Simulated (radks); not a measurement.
Problem. Isoelectronic series with 9 electrons, all held in the configuration [He] 2s2 2p5, which need not be the ground one along the series. Calculated with a radial shooting solver on a logarithmic mesh with Libxc functionals: non-relativistic Kohn-Sham, SCAN, spin-unpolarised, spherical densities, point nucleus; meta-GGA in the generalised Kohn-Sham scheme. Total energies (hartree) and orbital eigenvalues (hartree):

ion    E (hartree)         2p         2s         1s
F        -99.69653   -0.42527   -1.16080  -24.58222
Al4+    -235.91562   -5.15209   -6.58893  -58.70025
P6+     -326.58163   -9.05017  -10.84106  -81.81150
Cl8+    -432.26184  -13.95601  -16.10128  -108.9356
K10+    -552.95131  -19.86644  -22.36619  -140.0680
Sc12+   -688.64713  -26.77985  -29.63409  -175.2059
V14+    -839.34687  -34.69528  -37.90403  -214.3474
Mn16+  -1005.04971  -43.61216  -47.17540  -257.4916
Co18+  -1185.75484  -53.53011  -57.44782  -304.6379
Cu20+  -1381.46172  -64.44886  -68.72105  -355.7858
Ga22+  -1592.17003  -76.36825  -80.99491  -410.9350
As24+  -1817.87942  -89.28814  -94.26925  -470.0851
Br26+  -2058.58972  -103.2084  -108.5440  -533.2360
Rb28+  -2314.30070  -118.1290  -123.8191  -600.3876
Nb32+  -2870.72443  -150.9710  -157.3699  -746.6923

Estimate the row of Tc34+.

Solution. E (hartree) -3171.43699; 2p -168.8923; 2s -175.6457; 1s -825.8452.
